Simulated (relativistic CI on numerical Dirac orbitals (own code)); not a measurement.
d1 to d9 in one octahedral field

Computed with a parametric ligand-field model without spin-orbit coupling, by exact diagonalisation: B = 550, C = 2240, 10Dq = 28400 cm⁻¹ (Oh; |10Dq|/B = 51.6) for every shell. Energies in cm⁻¹; the field energy is (0.6 n_e − 0.4 n_t2) × 10Dq of the ground term; g labels are left out.

```csv
Shell,Ground term,Electrons in e,Field energy,First spin-allowed bands,Lowest term of other spin
d1,2T2,0.000,-11360,2E 28400,
d2,3T1,0.010,-22450,"3T2 27073, 3T1 33997",1T2 7974
d3,4A2,0.000,-34080,"4T2 28400, 4T1 34544",2E 11065
d4,?,?,?,?,?
d5,2T2,0.028,-56001,"2A2 25414, 2T1 25611",4T1 17563
d6,1A1,0.021,-67559,"1T1 26753, 1T2 34597",3T1 22012
d7,2E,1.014,-50718,"2T1 26624, 2T2 27176",4T1 17429
d8,3A2,2.000,-34080,"3T2 28400, 3T1 34544",1E 8817
d9,2E,3.000,-17040,2T2 28400,
```

Fill in the row of d4.

Ground term: 3T1; Electrons in e: 0.015; Field energy: -45021; First spin-allowed bands: 3E 26215, 3T1 26767; Lowest term of other spin: 1T2 6808. Low spin: d4, d5, d6, d7; the other shells keep the spin of the free ion. Only d4 to d7 can choose; the field needed to pair spins is smallest for d6 and largest for d5, which loses most exchange energy. In the strong-field picture 10Dq must exceed about 6B + 5C = 14500 (d4), 7.5B + 5C = 15325 (d5), 2.5B + 4C = 10335 (d6) and 4B + 4C = 11160 (d7); mixing of terms shifts these bounds somewhat.
